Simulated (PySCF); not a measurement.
V (SMILES [V]), quartet; DF-BHANDHLYP/cc-pVDZ (PySCF).

Input for PySCF:
```python
from pyscf import gto, scf, dft

mol = gto.Mole()
mol.atom = '''
    V     0.00000000    0.00000000    0.00000000
'''
mol.basis = 'cc-pvdz'
mol.spin = 3
mol.verbose = 4
mol.build()

mf = dft.UKS(mol)
mf.xc = 'bhandhlyp'
mf = mf.density_fit(auxbasis='def2-universal-jkfit')
mf.kernel()
```

What the program printed (banner, timings and long lists left out):

```
PySCF version 2.14.0

[INPUT] verbose = 4
[INPUT] num. atoms = 1
[INPUT] num. electrons = 23
[INPUT] charge = 0
[INPUT] spin (= nelec alpha-beta = 2S) = 3
[INPUT] symmetry False subgroup None
[INPUT] Mole.unit = angstrom
[INPUT] Symbol           X                Y                Z      unit          X                Y                Z       unit  Magmom
[INPUT]  1 V      0.000000000000   0.000000000000   0.000000000000 AA    0.000000000000   0.000000000000   0.000000000000 Bohr   0.0

nuclear repulsion = 0
number of shells = 7
number of NR pGTOs = 122
number of NR cGTOs = 43
basis = cc-pvdz
ecp = {}

******** <class 'pyscf.df.df_jk.DFUKS'> ********
method = DFUKS
initial guess = minao
damping factor = 0
level_shift factor = 0
DIIS = <class 'pyscf.scf.diis.CDIIS'>
diis_start_cycle = 1
diis_space = 8
diis_damp = 0
SCF conv_tol = 1e-09
SCF conv_tol_grad = None
SCF max_cycles = 50
direct_scf = False
number electrons alpha = 13  beta = 10
XC library pyscf.dft.libxc version 7.1.2
    S. Lehtola, C. Steigemann, M. J. T. Oliveira, and M. A. L. Marques,  SoftwareX 7, 1–5 (2018)
XC functionals = bhandhlyp
    A. D. Becke,  J. Chem. Phys. 98, 1372 (1993)
    Defined through Gaussian implementation.
radial grids:
    Treutler-Ahlrichs [JCP 102, 346 (1995); DOI:10.1063/1.469408] (M4) radial grids

becke partition: Becke, JCP 88, 2547 (1988); DOI:10.1063/1.454033
pruning grids: <function nwchem_prune>
grids dens level: 3
symmetrized grids: False
atomic radii adjust function: <function treutler_atomic_radii_adjust>
small_rho_cutoff = 0
Set gradient conv threshold to 3.16228e-05
tot grids = 20904
******** <class 'pyscf.df.df.DF'> ********
auxbasis = def2-universal-jkfit
init E= -943.392993980438

cycle= 1 E= -943.87407532017  delta_E= -0.481  |g|= 0.133  |ddm|= 1.72
cycle= 2 E= -943.888602213075  delta_E= -0.0145  |g|= 0.0489  |ddm|= 0.273
cycle= 3 E= -943.891474880113  delta_E= -0.00287  |g|= 0.0252  |ddm|= 0.191
cycle= 4 E= -943.893117541125  delta_E= -0.00164  |g|= 0.0185  |ddm|= 0.0733
cycle= 5 E= -943.896466250458  delta_E= -0.00335  |g|= 0.013  |ddm|= 0.164
cycle= 6 E= -943.899151271151  delta_E= -0.00269  |g|= 0.00729  |ddm|= 0.261
cycle= 7 E= -943.899181973089  delta_E= -3.07e-05  |g|= 0.0041  |ddm|= 0.00991
cycle= 8 E= -943.899410096753  delta_E= -0.000228  |g|= 0.00225  |ddm|= 0.0765
cycle= 9 E= -943.899443339347  delta_E= -3.32e-05  |g|= 0.00245  |ddm|= 0.0223
cycle= 10 E= -943.899465190211  delta_E= -2.19e-05  |g|= 0.00133  |ddm|= 0.0196
cycle= 11 E= -943.899470163382  delta_E= -4.97e-06  |g|= 0.000251  |ddm|= 0.0122
cycle= 12 E= -943.899470353288  delta_E= -1.9e-07  |g|= 8.84e-05  |ddm|= 0.00111
cycle= 13 E= -943.899470393887  delta_E= -4.06e-08  |g|= 2.31e-05  |ddm|= 0.000884
cycle= 14 E= -943.899470396235  delta_E= -2.35e-09  |g|= 1.63e-05  |ddm|= 0.00013
cycle= 15 E= -943.899470398134  delta_E= -1.9e-09  |g|= 1.59e-05  |ddm|= 8.78e-05
cycle= 16 E= -943.89947040315  delta_E= -5.02e-09  |g|= 1.53e-05  |ddm|= 0.000237
cycle= 17 E= -943.899470408712  delta_E= -5.56e-09  |g|= 1.51e-05  |ddm|= 0.000275
cycle= 18 E= -943.899470410373  delta_E= -1.66e-09  |g|= 1.5e-05  |ddm|= 8.08e-05
cycle= 19 E= -943.899470412454  delta_E= -2.08e-09  |g|= 1.5e-05  |ddm|= 0.000101
cycle= 20 E= -943.899470414626  delta_E= -2.17e-09  |g|= 1.5e-05  |ddm|= 0.000105
cycle= 21 E= -943.899470425082  delta_E= -1.05e-08  |g|= 1.5e-05  |ddm|= 0.000507
cycle= 22 E= -943.899470445277  delta_E= -2.02e-08  |g|= 1.49e-05  |ddm|= 0.000984
cycle= 23 E= -943.899470566166  delta_E= -1.21e-07  |g|= 1.47e-05  |ddm|= 0.00598
cycle= 24 E= -943.89947061059  delta_E= -4.44e-08  |g|= 1.46e-05  |ddm|= 0.00224
cycle= 25 E= -943.899470874729  delta_E= -2.64e-07  |g|= 2.04e-05  |ddm|= 0.0139
cycle= 26 E= -943.899470885444  delta_E= -1.07e-08  |g|= 2.38e-05  |ddm|= 0.000591
cycle= 27 E= -943.899471658878  delta_E= -7.73e-07  |g|= 0.000265  |ddm|= 0.0532
cycle= 28 E= -943.899471635883  delta_E= 2.3e-08  |g|= 0.000229  |ddm|= 0.0028
cycle= 29 E= -943.899471625074  delta_E= 1.08e-08  |g|= 0.000224  |ddm|= 0.000968
cycle= 30 E= -943.899471667993  delta_E= -4.29e-08  |g|= 0.000203  |ddm|= 0.00289
cycle= 31 E= -943.899471667031  delta_E= 9.62e-10  |g|= 0.000152  |ddm|= 0.00112
cycle= 32 E= -943.899471683168  delta_E= -1.61e-08  |g|= 3.09e-05  |ddm|= 0.000331
cycle= 33 E= -943.899472110215  delta_E= -4.27e-07  |g|= 0.0003  |ddm|= 0.05
cycle= 34 E= -943.89947202542  delta_E= 8.48e-08  |g|= 0.000131  |ddm|= 0.0174
cycle= 35 E= -943.899472204528  delta_E= -1.79e-07  |g|= 0.000198  |ddm|= 0.0265
cycle= 36 E= -943.899472187842  delta_E= 1.67e-08  |g|= 0.000127  |ddm|= 0.0055
cycle= 37 E= -943.8994722344  delta_E= -4.66e-08  |g|= 9.8e-05  |ddm|= 0.00697
cycle= 38 E= -943.899472232091  delta_E= 2.31e-09  |g|= 5.12e-05  |ddm|= 0.00134
cycle= 39 E= -943.899472242762  delta_E= -1.07e-08  |g|= 7.16e-06  |ddm|= 0.00153
cycle= 40 E= -943.899472283642  delta_E= -4.09e-08  |g|= 1.01e-05  |ddm|= 0.00806
cycle= 41 E= -943.899472324651  delta_E= -4.1e-08  |g|= 7.41e-06  |ddm|= 0.0103
cycle= 42 E= -943.899472356415  delta_E= -3.18e-08  |g|= 1.78e-05  |ddm|= 0.0121
cycle= 43 E= -943.899472363441  delta_E= -7.03e-09  |g|= 5.39e-06  |ddm|= 0.0041
cycle= 44 E= -943.89947237024  delta_E= -6.8e-09  |g|= 1.49e-05  |ddm|= 0.00676
cycle= 45 E= -943.899472370605  delta_E= -3.66e-10  |g|= 2.38e-06  |ddm|= 0.000301
Extra cycle  E= -943.899472370624  delta_E= -1.89e-11  |g|= 1.95e-06  |ddm|= 7.02e-06
converged SCF energy = -943.899472370624  <S^2> = 3.7538662  2S+1 = 4.0019326
```
